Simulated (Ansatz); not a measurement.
`O[CH](F)[SnH3]` + `CCS` → `CC[S][SnH3]` + `OCF`  (ligand exchange at the Sn–C bond)

Program: Ansatz. Geometries: PBE0-D4/def2-TZVP. ΔE: electronic, gas phase. CBS: MP2 limit from def2 TZ/QZ plus the TZ coupled-cluster correction, frozen cores. DFT in def2-TZVPP. Elements past krypton have def2 core potentials. For Sn outer-core shells are correlated without core-valence functions, which leaves a few kJ/mol of doubt a bond. Each species was taken in one conformer, which may not be the lowest.

```
             level  ΔE (kJ/mol)  difference from CCSD(T)/CBS
            PBE-D4        -96.0                          9.7
           PBE0-D4       -103.9                          1.8
           ωB97X-V        -99.8                          5.9
            B2PLYP       -101.1                          4.6
               PBE        -92.6                         13.1
            r2SCAN        -99.2                          6.5
              PBE0       -100.7                          5.0
     HF/def2-TZVPP       -115.2                         -9.5
    MP2/def2-TZVPP       -108.5                         -2.8
SCS-MP2/def2-TZVPP       -106.2                         -0.5
CCSD(T)/def2-TZVPP       -101.5                          4.2
     HF/def2-QZVPP       -115.5                         -9.8
    MP2/def2-QZVPP       -111.1                         -5.4
SCS-MP2/def2-QZVPP       -108.8                         -3.1
      HF/CBS(def2)       -115.5                         -9.8
    CCSD/CBS(def2)       -106.5                         -0.8
       CCSD(T)/CBS       -105.7                            0
```

Largest T1 diagnostic among the species: 0.013.

From PBE to PBE0 (25 % exact exchange), in def2-TZVPP and without D4, ΔE moves by −8.1 kJ/mol. The D4 term adds −5.4 kJ/mol with B3LYP and −3.2 kJ/mol with PBE0; it sums over pairs of atoms, weighted by their polarisabilities, and B3LYP, whose exchange is more repulsive, gets the larger term.

CCSD(T)/CBS has its own doubt, a few kJ/mol and more with outer-core shells, so smaller differences from it don't rank the levels.

B3LYP here is the variant with VWN-RPA as its local correlation; programs differ in this.
